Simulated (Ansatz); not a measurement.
The same path of C$_{2}$H$_{6}$GeO (10 atoms, charge 0, multiplicity 1) was run twice with different band settings. The coordinate that changes most is the dihedral H5–C1–Ge2–C3.

Theory: Ansatz 0.2.0, RKS PBE/def2-SVP.

Relaxed end points:

```xyz
10
Properties=species:S:1:pos:R:3
C 0.352 1.447 0.028
Ge -0.633 -0.175 -0.469
C 0.307 -1.704 0.472
O 1.120 -1.489 1.349
H -0.322 2.315 0.156
H 0.868 1.233 0.986
H 1.115 1.690 -0.736
H -2.103 -0.153 0.044
H -0.670 -0.443 -2.002
H 0.049 -2.772 0.176
```

```xyz
10
Properties=species:S:1:pos:R:3
C 0.324 1.453 0.063
Ge -0.705 -0.165 -0.355
C 0.420 -1.721 0.294
O 1.372 -1.537 1.026
H 0.928 1.767 -0.810
H -0.332 2.289 0.370
H 1.011 1.195 0.894
H -2.055 -0.221 0.419
H -1.019 -0.336 -1.870
H 0.137 -2.775 -0.029
```

Common settings: spring 5.0 eV/Å²; optimiser quadratic models (default); start path through a guess of the saddle point; force threshold 0.05 eV/Å; iteration limit 60; end points relaxed.

| run | movable images | climbing image |
| --- | --- | --- |
| 1 | 5 | yes |
| 2 | 1 | no |

Problem. What does each run give, and how far can it be trusted?

Solution. Run 1: converged after 31 iterations, highest image 0.006 eV above the first end. The top lies less than 8 meV above the higher end, about what the thresholds resolve: the motion is nearly free. A vibrational analysis at the climbing image gives one clearly imaginary mode, 56i cm⁻¹: a first-order saddle point.
Run 2: converged after 8 iterations, highest image 0.056 eV above the first end. No image climbed, so the highest image needn't sit at the top of the path. Another band between the same ends, with other settings, climbed to 0.006 eV only, so this may not be the lowest route. So few images can step over the top or miss a turn of the path.
